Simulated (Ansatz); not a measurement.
Total energies of B12N12H32, a nanocrystal cut from zinc blende BN (hydrogen-capped) from Ansatz at PBE0-D4/def2-TZVP, gas phase (1 Eh = 27.2114 eV = 2625.5 kJ/mol). The reference geometry is relaxed at PBE-D4/def2-SVP.

```xyz
56

N     2.4867   -0.9779   -1.4690
N     1.5143   -0.6198    2.7409
N    -0.0254    1.7735    2.0638
N     1.1362    1.1016   -2.1280
N    -0.0786    2.4318   -0.3906
N     1.2852    0.4013    0.3242
N     0.4591   -1.9222   -0.3522
N    -0.8035   -0.6132    1.4693
N    -0.9389    0.1150   -1.0116
N     0.3397   -1.2543   -2.7586
N    -2.1199    1.5038    0.8060
N    -2.9593   -1.1956    0.0540
B     2.2791   -0.2120    1.4002
B     2.0826    0.5195   -1.0308
B     1.2638   -1.9347   -1.6895
B     0.8649    1.8594    0.7220
B     0.0782   -1.3261    2.5880
B    -1.2731    0.7850    1.9517
B     0.7227    2.5944   -1.7596
B    -0.1397    0.2333   -2.3655
B    -1.3684    1.5718   -0.6192
B    -0.0127   -0.4762    0.1232
B    -2.0447   -1.5992    1.3131
B    -2.2119   -0.7904   -1.2972
H     3.1188   -0.9572   -2.2794
H     3.0526   -1.3320   -0.6767
H     2.1060   -1.3269    3.1963
H     1.5057    0.1411    3.4332
H    -0.3488    2.7229    2.2986
H     0.5645    1.5344    2.8666
H     1.6526    1.2091   -3.0108
H    -0.3399    3.4005   -0.1632
H     0.9925   -2.3289    0.4350
H    -0.3925   -2.5073   -0.3967
H     0.7570   -1.2612   -3.6980
H    -0.5409   -1.7947   -2.8352
H    -2.3559    2.4645    1.0932
H    -3.0421    1.0700    0.7010
H    -3.7014   -0.5290    0.3055
H    -3.4918   -2.0475   -0.1657
H     3.1865    0.5742    1.6588
H     2.7601   -1.2969    1.0124
H     3.1159    1.1696   -0.9205
H     1.6117   -3.0664   -2.0263
H     1.8205    2.5962    0.9371
H    -0.4902   -1.3062    3.6781
H     0.3445   -2.4872    2.2506
H    -1.9027    0.7606    3.0054
H     1.7287    3.2808   -1.5792
H    -0.0178    3.0559   -2.6281
H    -0.8248    0.6623   -3.2871
H    -2.1260    2.0880   -1.4329
H    -1.6539   -2.7443    1.0508
H    -2.7422   -1.5957    2.3257
H    -1.8880   -1.8957   -1.7792
H    -2.9945   -0.2219   -2.0539
```

| state | geometry | energy (Eh) |
| --- | --- | --- |
| charge 0 singlet | reference | -974.59305 |
| charge 1 doublet | reference | -974.27566 |
| charge -1 doublet | reference | -974.56613 |
| free N atom (quartet) | – | -54.54382 |
| free B atom (doublet) | – | -24.61828 |
| free H atom (doublet) | – | -0.50104 |

Single mean-field runs in def2-TZVP are fitted with def2-universal-jkfit.

Problem. Work out the vertical ionisation energy to the doublet.

Solution. E(charge 1 doublet) − E(charge 0 singlet) = -974.27566 − (-974.59305) = 0.31739 Eh = 8.64 eV. For comparison, −ε of the highest occupied level is 7.03 eV at this level, 1.61 eV less.

Problem. Work out the vertical electron affinity, to the doublet.

Solution. E(charge 0 singlet) − E(charge -1 doublet) = -974.59305 − (-974.56613) = -0.02692 Eh = -0.73 eV; negative, so the extra electron isn't bound. The basis lacks diffuse functions, which makes affinities too small.

Problem. Give the fundamental gap IE − EA, the Mulliken electronegativity (IE + EA)/2 and the hardness (IE − EA)/2.

Solution. From the values in Eh: IE − EA = 0.31739 − (-0.02692) = 0.34431 Eh = 9.37 eV; (IE + EA)/2 = 3.95 eV; (IE − EA)/2 = 4.68 eV. The HOMO–LUMO gap of the same run is 6.80 eV, 2.57 eV smaller than the fundamental gap.

Problem. What is the binding energy per atom against free atoms?

Solution. Atoms: 12 × (-54.54382) + 12 × (-24.61828) + 32 × (-0.50104) = -965.97848 Eh. Binding: -965.97848 − (-974.59305) = 8.61457 Eh = 234.41 eV, or 4.19 eV for each of 56 atoms (no zero-point energy, no counterpoise term).

At PBE0-D4/def2-TZVP the highest occupied level of the charge -1 doublet lies above zero (up to 1.81 eV). By energy differences it is unbound by 0.73 eV (vertical, to the charge 0 singlet, at PBE0-D4/def2-TZVP) and held by the finite basis.
